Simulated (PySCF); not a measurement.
r2SCAN on Nb+ (niobium, charge +1), [Kr] 4d4, high-spin 5D determinant. All numbers are calculated (PySCF 2.14, a scalar-relativistic core potential, in def2-SVP with the def2 core potential (28 electrons)).

```
cycle= 1 E= -56.5793920447685  delta_E= -0.00446  |g|= 0.0401  |ddm|= 0.754
cycle= 2 E= -56.5818987587072  delta_E= -0.00251  |g|= 0.00972  |ddm|= 0.321
cycle= 3 E= -56.583151847957  delta_E= -0.00125  |g|= 0.0427  |ddm|= 1.61
cycle= 4 E= -56.583574960541  delta_E= -0.000423  |g|= 0.0362  |ddm|= 0.0229
cycle= 5 E= -56.5846311040236  delta_E= -0.00106  |g|= 0.0115  |ddm|= 0.14
cycle= 6 E= -56.5846454104529  delta_E= -1.43e-05  |g|= 0.0114  |ddm|= 0.0582
cycle= 7 E= -56.5847393531068  delta_E= -9.39e-05  |g|= 0.0037  |ddm|= 0.0209
cycle= 8 E= -56.5847502267468  delta_E= -1.09e-05  |g|= 0.000323  |ddm|= 0.0096
cycle= 9 E= -56.584750306701  delta_E= -8e-08  |g|= 3.19e-05  |ddm|= 0.00109
cycle= 10 E= -56.5847503075853  delta_E= -8.84e-10  |g|= 1.19e-06  |ddm|= 8.93e-05
converged SCF energy = -56.5847503075853  <S^2> = 6.0013462  2S+1 = 5.0005385
```

Highest occupied orbital energy: -10.854 eV; ⟨L²⟩ = 8.93; populations by l: s 2.49, p 6.00, d 3.51, f 0.00.

Q: Can this result be used?

A: Not for this state. The calculation finished and met its thresholds. ⟨L²⟩ = 8.93 against 6 for a pure D term, so this real determinant mixes terms. Energies and moments cover only the electrons outside the core potential. The s, p, d and f populations moved away from the nominal configuration during the SCF.
